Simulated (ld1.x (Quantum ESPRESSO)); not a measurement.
## Varying the TM potential for S

Base potential:

sulfur, norm-conserving Troullier–Martins (Kleinman–Bylander form), made with ld1.x (Quantum ESPRESSO) 7.5 (PBE, non-relativistic). Core [Ne], reference 3s2 3p3 (charge +1). Waves: 3p (bound): rc 1.65 bohr; 3s (bound): rc 1.35 bohr. Local part: the s channel. Core correction: none.

All-electron outer shells of the reference configuration (PBE, non-relativistic, ld1.x):

```csv
shell,level (eV),outermost node (bohr),outermost maximum (bohr)
3s,-27.51,0.60,1.40
3p,-16.81,0.58,1.55
```

Cutoffs, loose and tight: the cutoffs (Ry, on a coarse ladder) from which the occupation-weighted sum of valence levels, in a spherical-Bessel basis at the reference potential, stays within 10 and 1 mRy of its value at 400 Ry. They do not see the model core or the augmentation charge, which bear on the density cutoff. Test errors are all-electron minus pseudo excitation energies from the reference, over the configurations 3s2 3p4; 3s2 3p2; 3s2 3p1; 3s2 3p4.3; 3s2 3p3.5; 3s1 3p4; 3s2 3p0. A dash means not determined; rows that change the core or the reference have their own tests.

| change | outcome | cutoff, loose | cutoff, tight | bound ghosts | largest test error (meV) |
| --- | --- | --- | --- | --- | --- |
| base | generated | 40 Ry | 60 Ry | none | +150 |
| all radii scaled by about 0.75 (s 1.02, p 1.24 bohr) | generated | 100 Ry | 230 Ry | none | +266 |
| all radii scaled by about 0.81 (s 1.10, p 1.34 bohr) | generated | 70 Ry | 140 Ry | none | +184 |
| all radii scaled by about 0.92 (s 1.24, p 1.52 bohr) | generated | 45 Ry | 70 Ry | none | +160 |
| all radii scaled by about 0.97 (s 1.30, p 1.60 bohr) | generated | 40 Ry | 60 Ry | none | +156 |
| all radii scaled by about 1.09 (s 1.48, p 1.80 bohr) | generated | 40 Ry | 60 Ry | none | +151 |
| all radii scaled by about 1.31 (s 1.76, p 2.16 bohr) | generated | 25 Ry | 50 Ry | none | +171 |

Q: What comes out with this change to the base: all radii scaled by about 1.15 (s 1.56, p 1.90 bohr)?

A: outcome: generated; cutoff, loose: 40 Ry; cutoff, tight: 55 Ry; bound ghosts: none; largest test error (meV): +150.

Q: What comes out with this change to the base: all radii scaled by about 1.36 (s 1.84, p 2.24 bohr)?

A: outcome: generated; cutoff, loose: 21 Ry; cutoff, tight: 45 Ry; bound ghosts: none; largest test error (meV): +178.

Q: What comes out with this change to the base: all radii scaled by about 1.25 (s 1.68, p 2.06 bohr)?

A: outcome: generated; cutoff, loose: 35 Ry; cutoff, tight: 50 Ry; bound ghosts: none; largest test error (meV): +160.

Reading the sweep of the scale of all radii (base = 1) (base included, trends over the rows without a ghost): The loose cutoff falls from 100 Ry at 0.75 to 21 Ry at 1.36. A larger radius leaves more room for a smooth pseudo-wave, so fewer plane waves are needed; a smaller one forces it to follow the all-electron wave where it bends sharply. The median size of the test errors (rows with all tests solved) is not monotonic: lowest 3.8 meV at 1, highest 13.4 meV at 0.75.
